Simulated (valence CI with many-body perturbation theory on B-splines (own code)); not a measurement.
Values are calculated unless marked as measured or tabulated.
**Level structure of La³⁵⁺**

Method: configuration interaction combined with many-body perturbation theory (CI+MBPT): four valence electrons over a frozen Dirac-Fock core [Ar], radial functions for each j: 7 s, 7 p, 8 d, 6 f, 4 g, 1 h, with the one-electron correlation potential Σ1 (screened to all orders), the two-electron term Σ2, the three-electron term Σ3, Breit, model QED; selected single and double excitations, second order for the rest, scaled by the run's own slope (own B-spline code, finite nucleus).

No measured spectrum was set against this ion. As an estimate, large intervals hold to a few tenths of a per cent, small ones and those within an open d or f shell to about a per cent. Only levels of the ground parity were solved; by the run's estimate the other parity begins above the list, which can be wrong where configurations are misplaced.

Levels 1 to 34 of 34, with energies above the lowest level, (3d3/2^4) J=0. "Leading %" is the weight of the configuration and term that name the level; weights of strongly mixed levels are sums over their largest components and can fall short. In the jj column 3d3/2^4 stands for four electrons in 3d with j = 3/2.

```tsv
No.	Configuration	Term	J	E (eV)	Leading %	g	Second component	Leading jj
1	3d4	3P	0	0.00	54		37 % 3d4 5D	3d3/2^4 (95 %)
2	3d4	5D	1	14.31	69	1.494	31 % 3d4 3P	3d3/2^3 3d5/2 (95 %)
3	3d4	5D	2	21.72	68	1.356	9 % 3d4 3F	3d3/2^3 3d5/2 (68 %)
4	3d4	3F	4	23.17	31	1.130	20 % 3d4 3H	3d3/2^3 3d5/2 (93 %)
5	3d4	5D	3	24.91	47	1.267	24 % 3d4 3F	3d3/2^3 3d5/2 (72 %)
6	3d4	5D	0	35.47	59		22 % 3d4 3P	3d3/2^2 3d5/2^2 (92 %)
7	3d4	5D	4	37.23	43	1.148	41 % 3d4 3H	3d3/2^2 3d5/2^2 (89 %)
8	3d4	3F	2	38.77	37	1.040	23 % 3d4 5D	3d3/2^2 3d5/2^2 (74 %)
9	3d4	3G	3	39.33	49	1.050	35 % 3d4 5D	3d3/2^2 3d5/2^2 (73 %)
10	3d4	3H	5	42.19	70	1.077	30 % 3d4 3G	3d3/2^2 3d5/2^2 (100 %)
11	3d4	3P	1	43.83	54	1.217	28 % 3d4 3D	3d3/2^2 3d5/2^2 (86 %)
12	3d4	3H	6	44.31	57	1.088	43 % 3d4 1I	3d3/2^2 3d5/2^2 (97 %)
13	3d4	3G	4	47.42	62	1.028	34 % 3d4 1G	3d3/2^2 3d5/2^2 (95 %)
14	3d4	3F	3	48.38	42	1.137	35 % 3d4 3D	3d3/2^2 3d5/2^2 (88 %)
15	3d4	3D	2	48.43	40	1.134	31 % 3d4 3P	3d3/2^2 3d5/2^2 (91 %)
16	3d4	3F	4	56.15	41	1.206	30 % 3d4 5D	3d3/2 3d5/2^3 (60 %)
17	3d4	3F	2	56.46	38	1.031	31 % 3d4 3P	3d3/2^2 3d5/2^2 (78 %)
18	3d4	3F	3	60.37	47	1.115	21 % 3d4 3G	3d3/2 3d5/2^3 (90 %)
19	3d4	3G	5	63.68	70	1.144	30 % 3d4 3H	3d3/2 3d5/2^3 (100 %)
20	3d4	3F	4	63.84	48	1.112	36 % 3d4 1G	3d3/2^2 3d5/2^2 (68 %)
21	3d4	3D	1	63.96	68	0.819	21 % 3d4 3P	3d3/2 3d5/2^3 (90 %)
22	3d4	1I	6	64.72	57	1.066	43 % 3d4 3H	3d3/2 3d5/2^3 (97 %)
23	3d4	3P	2	66.70	61	1.326	20 % 3d4 3D	3d3/2^2 3d5/2^2 (70 %)
24	3d4	1S	0	68.73	52		46 % 3d4 3P	3d3/2 3d5/2^3 (78 %)
25	3d4	3F	2	70.78	59	0.990	34 % 3d4 3P	3d3/2 3d5/2^3 (66 %)
26	3d4	1F	3	71.58	42	1.085	33 % 3d4 3D	3d3/2 3d5/2^3 (93 %)
27	3d4	3F	3	81.23	69	1.060	28 % 3d4 1F	3d3/2 3d5/2^3 (99 %)
28	3d4	3P	1	81.78	94	1.448	5 % 3d4 3D	3d3/2 3d5/2^3 (96 %)
29	3d4	1G	4	82.18	76	1.033	17 % 3d4 3F	3d3/2 3d5/2^3 (72 %)
30	3d4	3P	0	82.79	49		48 % 3d4 1S	3d3/2^2 3d5/2^2 (63 %)
31	3d4	1D	2	84.20	58	1.067	22 % 3d4 3P	3d3/2 3d5/2^3 (49 %)
32	3d4	3F	4	87.03	51	1.151	24 % 3d4 1G	3d5/2^4 (74 %)
33	3d4	1D	2	97.95	64	1.008	16 % 3d4 3D	3d5/2^4 (54 %)
34	3d4	1S	0	116.22	70		29 % 3d4 3P	3d5/2^4 (68 %)
```

The ionisation energy to 3d3 4F_3/2 of the next ion comes out as 2376.9 eV (NIST: 2377 ± 5 eV (theoretical)). All 34 levels together are meant to be complete up to 120.87 eV.
